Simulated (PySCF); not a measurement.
Job file and geometry (Å, from GFN2-xTB) of an NMR shielding run on `InChI=1S/C4H8O2SSi2/c1-3-4(5)6-9(2)7-8/h1,9H,2,8H3/t9-/m0/s1`, GIAO PBE0/pcSseg-1 NMR shielding, non-relativistic, gas phase (PySCF 2.14.0, density-fitted response routines); density fitting, a coarse starting grid and PySCF grid level 2 are the driver's defaults:

```
$ OMP_NUM_THREADS=1 python probes_run.py task.json out

{"job": {"kind": "nmr", "xc": "PBE0", "basis": "pcSseg-1"}, "charge": 0, "multiplicity": 1}
C      3.035577     1.924081    -0.580353
C      2.423202     0.992202    -0.137135
C      1.694814    -0.129063     0.402142
O      2.200592    -1.157319     0.763300
O      0.391081     0.107927     0.460005
Si    -0.663690    -1.041596     1.069417
C     -0.665294    -2.607830     0.012074
S     -2.500849     0.030603     0.895622
Si    -1.858153     2.004065     0.299903
H      3.576729     2.737218    -0.968322
H     -0.331046    -1.237463     2.472933
H     -1.431360    -3.297170     0.352026
H     -0.867441    -2.379569    -1.033154
H      0.294542    -3.113581     0.068167
H     -0.940677     2.528162     1.302273
H     -1.240326     1.934982    -1.016953
H     -3.124698     2.716380     0.277607
```

Question: Write the output of this run.

Answer: 
```
coarse grid: 16352 points
cycle   1  E = -1283.8268675527  dE =  1.295e+00  |g| = 9.914e-01  |ddm| = 4.040e+00
cycle   2  E = -1283.4983247369  dE =  3.285e-01  |g| = 1.663e+00  |ddm| = 2.105e+00
cycle   3  E = -1283.9943499464  dE = -4.960e-01  |g| = 3.466e-01  |ddm| = 1.452e+00
cycle   4  E = -1284.0167838426  dE = -2.243e-02  |g| = 8.705e-02  |ddm| = 3.062e-01
cycle   5  E = -1284.0178376464  dE = -1.054e-03  |g| = 3.401e-02  |ddm| = 7.664e-02
cycle   6  E = -1284.0180896094  dE = -2.520e-04  |g| = 6.788e-03  |ddm| = 3.728e-02
cycle   7  E = -1284.0180963292  dE = -6.720e-06  |g| = 4.417e-03  |ddm| = 8.971e-03
cycle   8  E = -1284.0181009550  dE = -4.626e-06  |g| = 9.153e-04  |ddm| = 3.232e-03
final grid: 145824 points
cycle   9  E = -1284.0934675624  dE = -1.568e-05  |g| = 1.300e-02  |ddm| = 4.353e-02
cycle  10  E = -1284.0934198419  dE =  4.772e-05  |g| = 2.067e-02  |ddm| = 2.444e-02
cycle  11  E = -1284.0934979537  dE = -7.811e-05  |g| = 2.959e-03  |ddm| = 1.533e-02
cycle  12  E = -1284.0934995939  dE = -1.640e-06  |g| = 4.692e-04  |ddm| = 2.271e-03
cycle  13  E = -1284.0934996292  dE = -3.532e-08  |g| = 1.587e-04  |ddm| = 4.717e-04
cycle  14  E = -1284.0934996348  dE = -5.633e-09  |g| = 4.946e-05  |ddm| = 2.004e-04
cycle  15  E = -1284.0934996353  dE = -4.311e-10  |g| = 2.688e-05  |ddm| = 4.950e-05
converged SCF energy = -1284.0934996353

GIAO shielding tensors (ppm)
atom      isotropic    diamagn.    paramagn.     s11        s22        s33       span
  0 C      103.214     257.249    -154.035     28.470     47.427    233.745    205.276
  1 C      107.602     249.043    -141.440      7.052     22.994    292.761    285.709
  2 C       29.912     251.083    -221.171    -69.834     77.002     82.567    152.402
  3 O     -135.013     401.929    -536.943   -397.816   -269.107    261.883    659.699
  4 O      107.733     411.736    -304.003    -36.769    157.977    201.993    238.762
  5 Si     335.054     882.190    -547.135    296.572    341.506    367.085     70.513
  6 C      182.569     256.127     -73.558    174.551    178.547    194.609     20.058
  7 S      814.995    1061.404    -246.409    713.068    809.349    922.566    209.498
  8 Si     406.529     880.128    -473.599    373.460    402.715    443.412     69.952
  9 H       29.364      32.781      -3.417     24.584     25.134     38.372     13.788
 10 H       25.851      29.673      -3.823     22.419     23.975     31.158      8.739
 11 H       31.282      28.673       2.609     26.790     28.671     38.386     11.596
 12 H       31.147      33.038      -1.891     27.301     29.322     36.818      9.517
 13 H       30.498      31.051      -0.553     24.986     28.900     37.607     12.621
 14 H       26.933      30.124      -3.190     23.598     24.916     32.286      8.688
 15 H       26.920      31.124      -4.204     23.348     25.252     32.162      8.814
 16 H       27.108      28.858      -1.750     22.950     24.923     33.452     10.502
```

Question: Turn these shieldings into chemical shifts. Referencing at the same level of theory: 13C (186.93 ppm) and 29Si (349.16 ppm) and 1H (31.72 ppm) vs TMS; 17O (336.08 ppm) vs H2O; 33S (503.73 ppm) against CS2.

Answer: Averaging equivalent atoms: C 2: 157.0; C 0: 83.7; C 1: 79.3; C 6: 4.4; O 3: 471.1; O 4: 228.3; Si 5: 14.1; Si 8: -57.4; S 7: -311; H 10: 5.87; H 14/15/16: 4.73; H 9: 2.35; H 11/12/13: 0.74 ppm. Unscaled 17O shifts of doubly bonded oxygen tend to come out too high, by tens of ppm or more. Experimental scales use liquid or dissolved standards, which lie at an offset from isolated H2O (liquid H2O: subtract about 36 ppm).

Size and cost of the density-fitted run: 214 basis functions, 49 s wall time on 1 thread of an Arm Neoverse V1, shared host; peak memory 0.88 GiB.
